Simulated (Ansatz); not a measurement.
The cluster Zr4O8. The state is a singlet with charge 0. Geometry PBE-D4/def2-SVP; atoms count from 1.

```xyz
12

Zr   -0.219   -2.249    1.433
Zr   -0.364    1.899   -1.379
Zr   -0.076    0.659    1.470
Zr    0.698   -1.016   -1.040
O    -0.961   -0.733    0.192
O     1.130    0.881   -0.239
O     0.296    3.358   -2.151
O    -1.098    2.045    0.611
O    -0.784   -0.790    2.712
O     0.187   -2.892   -0.439
O    -0.171    0.041   -2.393
O     1.363   -1.202    1.222
```

In the def2 sets Zr takes a core potential; there is no spin–orbit coupling. The structure comes from a short search, and lower isomers may exist.

Q: Estimate the Mulliken populations from the PBE0/def2-TZVP orbitals of Ansatz.

A: 
| atom | charge (e) | d electrons |
| --- | --- | --- |
| Zr1 | 1.43 | 1.97 |
| Zr2 | 1.42 | 2.00 |
| Zr3 | 1.52 | 1.87 |
| Zr4 | 1.52 | 1.87 |
| O5 | -0.66 | – |
| O6 | -0.79 | – |
| O7 | -0.65 | – |
| O8 | -0.77 | – |
| O9 | -0.77 | – |
| O10 | -0.77 | – |
| O11 | -0.77 | – |
| O12 | -0.70 | – |
Mulliken values and Mayer orders depend strongly on the basis.

Q: And the Mayer bond orders between bonded heavy atoms (over 0.3)?

A: Zr1–O5 0.69 (2.10 Å); Zr1–O9 0.97 (2.02 Å); Zr1–O10 0.97 (2.02 Å); Zr1–O12 1.22 (1.91 Å); Zr2–O6 0.56 (2.14 Å); Zr2–O7 2.04 (1.78 Å); Zr2–O8 0.66 (2.13 Å); Zr2–O11 0.66 (2.13 Å); Zr3–O5 0.65 (2.09 Å); Zr3–O6 0.66 (2.10 Å); Zr3–O8 1.23 (1.92 Å); Zr3–O9 0.88 (2.04 Å); Zr3–O12 0.36 (2.37 Å); Zr4–O5 0.65 (2.09 Å); Zr4–O6 0.66 (2.10 Å); Zr4–O10 0.88 (2.04 Å); Zr4–O11 1.23 (1.92 Å); Zr4–O12 0.36 (2.37 Å).
